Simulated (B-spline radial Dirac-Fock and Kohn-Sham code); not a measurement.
**Dipole and non-dipole photoemission parameters of Cl⁴⁺ 2p3/2**

System: the Cl⁴⁺ ion, [Ne] 3s2 3p1; threshold 274.6 eV (orbital energy of the model). Method: Dirac-Hartree-Slater photoionisation with a Latter tail; cross sections with all multipoles, angular parameters from the dipole term and its interference with E2. Computed with a B-spline atomic structure program.

For linearly polarised light dσ/dΩ = σ/(4π) [1 + β P₂(cos θ) + (δ + γ cos²θ) sin θ cos φ], with θ from the polarisation vector and φ the angle between the beam and the projection of the electron momentum on the plane normal to the polarisation.

```
hν (eV)   σ (kb)      β       γ      δ
    317     1400  1.260  -0.022  0.012
    400      832  1.436   0.059  0.015
    600      291  1.479   0.213  0.020
    616      272  1.477   0.224  0.020
    622      265  1.476   0.227  0.020
    635      250  1.474   0.235  0.021
    835      117  1.422   0.343  0.026
    877      101  1.409   0.363  0.028
   1090     53.6  1.341   0.447  0.034
   1150     45.7  1.322   0.468  0.036
   2000     8.20  1.085   0.672  0.066
   2820     2.67  0.919   0.786  0.096
   4000    0.813  0.750   0.890  0.136
   4040    0.785  0.745   0.893  0.137
   4280    0.643  0.718   0.909  0.145
   4520        ?      ?       ?      ?
 9251.7   0.0403  0.397   1.102  0.281
  10400   0.0261  0.356   1.131  0.307
  12000   0.0153  0.308   1.167  0.341
  15000  0.00655  0.238   1.224  0.399
```

**Question.** Give the values at 4520 eV.

**Answer.** σ = 0.532 kb, β = 0.692, γ = 0.923, δ = 0.153.
